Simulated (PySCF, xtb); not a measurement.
HP, SMILES [PH], multiplicity 3.

Harmonic wavenumbers (cm⁻¹) from GFN2-xTB (xtb 6.7.1) at its own minimum, in rising order: 2291.

Problem. What does PBE-D3(BJ)/def2-TZVPD (PySCF) give at its own minimum? (The exact figures need the calculation; the answer reports its results.)

Solution. 2290. Paired by order, the mean absolute difference is 1 cm⁻¹ and the zero-point energies are 3.3 and 3.3 kcal/mol.
